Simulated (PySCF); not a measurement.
## Spin states of HI

Unrestricted PBE0; basis H x2c-SVPall, I x2c-SVPall; spin-free X2C with a Gaussian nucleus; PySCF 2.14. Outer shells of the fragments: H 1s1; I 4d10 5s2 5p5.

Followed along the bond (rough minima from three points):

```json
{"2Ms+1": "1", "unpaired": "none", "⟨S²⟩ at the start": "0.00", "R at minimum (Å)": "1.62", "Te (eV)": "0.00"}
{"2Ms+1": "3", "unpaired": "σ ↑, π ↑", "⟨S²⟩ at the start": "2.00", "R at minimum (Å)": "none in the scan", "Te (eV)": "≤ 4.43"}
```

Solutions found at the starting distance of 1.630 Å, counted from the lowest of them; the search is not exhaustive and high or unbound solutions are not listed, so other states can lie among these:

```tsv
2Ms+1	unpaired	term	E (eV)	⟨S²⟩	⟨Lz²⟩	μ (D)
1	none	¹Σ⁺	0.00	0.00	0.00	-0.63
3	σ ↑, π ↑	³Π	5.06	2.00	1.01	1.41
1	σ ↓, π ↑	mixed	5.28	1.01	1.00	1.42
3	σ ↑↑	³Σ⁺	7.34	2.00	0.00	0.27
```

A term symbol is given only where ⟨S²⟩ and ⟨Lz²⟩ are close to those of a pure state; real π, δ and φ orbitals otherwise mix terms. A positive dipole means H(−)I(+).

The measured ground state is X ¹Σ+ (Huber and Herzberg, Constants of Diatomic Molecules (1979)).

Spin–orbit coupling is left out. Counting both spins, an empty level lies below a filled one in some of these solutions, because spin and occupation are held.
